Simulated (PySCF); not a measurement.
**Working out the excitation energy of Li**

Li [He] 2s1 (2S) → Li [He] 3d1 (2D). All numbers are calculated (PySCF 2.14, the spin-free X2C one-electron Hamiltonian (Gaussian nucleus), in aug-cc-pCVTZ-DK with one added diffuse shell each of s, p, d, f type (8s7p5d3f, 75 functions)). Frozen: nothing. Energies in hartree (1 hartree = 27.21139 eV):

```tsv
part	Li (lower)	Li (upper)
UHF	-7.433380	-7.290504
CCSD correlation	-0.041567	-0.040260
(T)	-0.000022	-0.000001
```

Task: What does Hartree-Fock give?

Result: (-7.290504) − (-7.433380) = 0.142876 hartree = 3.888 eV.

Task: What do CCSD and CCSD(T) give?

Result: The CCSD correlation energies differ by 0.001307 hartree = 0.036 eV and the triples by 0.000021 hartree = 0.001 eV, so CCSD gives 3.924 eV and CCSD(T) 3.925 eV.

Measured between the centres of the two terms (NIST): 3.879 eV, so CCSD(T) (valence and next inner shell) is off by 0.046 eV.

What remains against the reference includes basis incompleteness and higher excitations.
